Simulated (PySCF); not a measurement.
Structure with atom numbers: `[CH3:1][C@@H:2]1[O:3][CH2:4][C@:5]1([CH3:6])[O:7][SiH3:8]`. Hydrogens are named by the atom that carries them. Ha(C4) is cis to C1 on the ring; Hb(C4) is trans to C1 on the ring.

[PySCF: geometry: GFN2-xTB; PBE0/pcSseg-1 with gauge-including orbitals; single conformer; equivalent nuclei averaged; in vacuum; no relativistic terms]

Q: List the cross peaks expected in HSQC, COSY and HMBC spectra.

A: 

HSQC (one-bond C–H):
```tsv
δH	δC
4.72 (Ha(C4))	85.0 (C4)
4.45 (H(C2))	90.7 (C2)
4.34 (Hb(C4))	85.0 (C4)
1.57 (H(C6))	27.2 (C6)
1.43 (H(C1))	19.3 (C1)
```

COSY cross peaks (H two or three bonds apart, from the bond graph; peaks can be absent where the dihedral angle is near 90°):
```tsv
δH	δH
4.72 (Ha(C4))	4.34 (Hb(C4))
4.45 (H(C2))	1.43 (H(C1))
```

HMBC (two and three bonds, from the bond graph):
```tsv
δH	δC
4.88 (H(Si8))	75.3 (C5)
4.72 (Ha(C4))	90.7 (C2), 75.3 (C5), 27.2 (C6)
4.45 (H(C2))	85.0 (C4), 75.3 (C5), 27.2 (C6), 19.3 (C1)
4.34 (Hb(C4))	90.7 (C2), 75.3 (C5), 27.2 (C6)
1.57 (H(C6))	90.7 (C2), 85.0 (C4), 75.3 (C5)
1.43 (H(C1))	90.7 (C2), 75.3 (C5)
```

Referencing at the same level of theory: 1H, 13C vs TMS.

Short H···H contacts in this conformer between protons four or more bonds apart (candidates for NOE cross peaks, intensity ∝ r⁻⁶): H(C2)···H(C6) 2.55 Å, Hb(C4)···H(C6) 2.56 Å, H(C1)···H(Si8) 2.69 Å.

Shifts are as computed. Against solution values, carbons near 30 ppm lie about +3 ppm off and those near 130 ppm about +5 ppm. Of 1309 compounds with measured shifts, 239 miss one by over three times the rms of a fit or turn the order of signals round; such compounds aren't used in these exercises.
